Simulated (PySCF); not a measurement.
A calculated (UHF, PySCF 2.14, aug-cc-pVDZ-DK, scalar relativity by spin-free X2C-1e) atom or ion has these occupied shells.

```
shell  electrons  orbital energy (eV)  rms radius, mean of both spins (bohr)
 1s α          1              -4539.7                                 0.0844
 1s β          1              -4539.7                                 0.0844
 2s α          1              -524.49                                  0.370
 2s β          1              -524.15                                  0.370
 2p α          3              -427.19                                  0.340
 2p β          3              -426.84                                  0.340
 3s α          1              -71.315                                   1.15
 3s β          1              -69.842                                   1.15
 3p α          3              -43.835                                   1.27
 3p β          3              -41.985                                   1.27
 3d α          1               -9.354                                   1.92
 4s α          1               -5.926                                   4.22
 4s β          1               -5.601                                   4.22
```

(1) Name the element and its charge.

Results:

(1) Sc (scandium, neutral), in [Ar] 3d1 4s2, 2D determinant.
